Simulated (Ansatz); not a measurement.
Reaction (redistribution): `[F][Ge]([F])([F])[SeH]` + `CO[SiH](C)O` → `C[O][Ge]([F])([F])[SeH]` + `C[SiH](O)F`

Isolated molecules relaxed with PBE0-D4/def2-TZVP in Ansatz; ΔE leaves out vibrations. CBS: MP2 limit from def2 TZ/QZ plus the TZ coupled-cluster correction, frozen cores. DFT in def2-TZVPP. For Ge, Se outer-core shells are correlated without core-valence functions, which leaves a few kJ/mol of doubt a bond. Scalar relativity is left out up to krypton. Each species was taken in one conformer, which may not be the lowest.

(1) Is it downhill or uphill in electronic energy at CCSD(T)/CBS, and by how much? (Estimate.)

(2) What do these levels give: ωB97X-V, B2PLYP, r2SCAN, SCS-MP2/def2-TZVPP, MP2/def2-QZVPP, SCS-MP2/def2-QZVPP? (An estimate is asked.)

Largest T1 diagnostic among the species: 0.012.

Results:

(1) Computed: Downhill: ΔE = -31.7 kJ/mol.

(2) Computed: ωB97X-V -26.4, B2PLYP -28.1, r2SCAN -25.3, SCS-MP2/def2-TZVPP -29.9, MP2/def2-QZVPP -31.3, SCS-MP2/def2-QZVPP -30.5 kJ/mol.
